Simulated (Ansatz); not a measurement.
Basis sets compared for the cluster AlO₃H₃. The state is a singlet with charge 0. Geometry PBE0-D4/def2-TZVP. Ansatz on 4 threads of Arm Neoverse V2 on a shared host; times are rough, and most runs start from earlier orbitals.

```tsv
atom	x (Å)	y (Å)	z (Å)
Al1	-0.0004	0.0006	-0.0005
O2	1.1491	-0.6500	-1.0528
O3	0.4245	1.2621	1.0387
O4	-1.5748	-0.6103	0.0121
H5	-0.1936	1.6576	1.6507
H6	2.0506	-0.3357	-1.0906
H7	-1.8554	-1.3242	-0.5576
```

The structure comes from a short search, and lower isomers may exist.

Binding counts from free atoms (Al doublet, O triplet, H doublet) in the same basis, without a counterpoise term.

```json
{"level": "HF/STO-3G", "functions": "27", "energy (Eh)": "-462.3742", "HOMO (eV)": "-8.73", "LUMO (eV)": "10.94", "binding per atom (eV)": "2.74", "wall time": "0.1 s"}
{"level": "HF/def2-TZVP", "functions": "148", "energy (Eh)": "-468.5503", "HOMO (eV)": "-13.42", "LUMO (eV)": "2.36", "binding per atom (eV)": "2.84", "wall time": "0.5 s"}
{"level": "PBE-D4/def2-SVP", "functions": "75", "energy (Eh)": "-469.4365", "HOMO (eV)": "-6.81", "LUMO (eV)": "-0.98", "binding per atom (eV)": "4.10", "wall time": "0.4 s"}
{"level": "PBE-D4/def2-TZVP (with forces)", "functions": "148", "energy (Eh)": "-469.8210", "HOMO (eV)": "-7.29", "LUMO (eV)": "-1.29", "binding per atom (eV)": "4.14", "wall time": "0.95 s"}
{"level": "r2SCAN-D4/def2-TZVP", "functions": "148", "energy (Eh)": "-470.0633", "HOMO (eV)": "-7.68", "LUMO (eV)": "-0.75", "binding per atom (eV)": "4.11", "wall time": "1.7 s"}
{"level": "PBE0-D4/def2-SVP", "functions": "75", "energy (Eh)": "-469.4618", "HOMO (eV)": "-8.64", "LUMO (eV)": "-0.14", "binding per atom (eV)": "3.97", "wall time": "0.55 s"}
{"level": "PBE0-D4/def2-TZVP", "functions": "148", "energy (Eh)": "-469.8415", "HOMO (eV)": "-9.02", "LUMO (eV)": "-0.43", "binding per atom (eV)": "4.02", "wall time": "1.1 s"}
```

Estimate the rows for PBE-D4/def2-TZVPD, r2SCAN-D4/def2-TZVPD, PBE0-D4/def2-TZVPD.


| level | functions | energy (Eh) | HOMO (eV) | LUMO (eV) | binding per atom (eV) | wall time |
| --- | --- | --- | --- | --- | --- | --- |
| PBE-D4/def2-TZVPD | 190 | -469.8264 | -7.43 | -1.66 | 4.15 | 1.3 s |
| r2SCAN-D4/def2-TZVPD | 190 | -470.0671 | -7.78 | -1.10 | 4.12 | 2.5 s |
| PBE0-D4/def2-TZVPD | 190 | -469.8458 | -9.12 | -0.91 | 4.03 | 1.7 s |
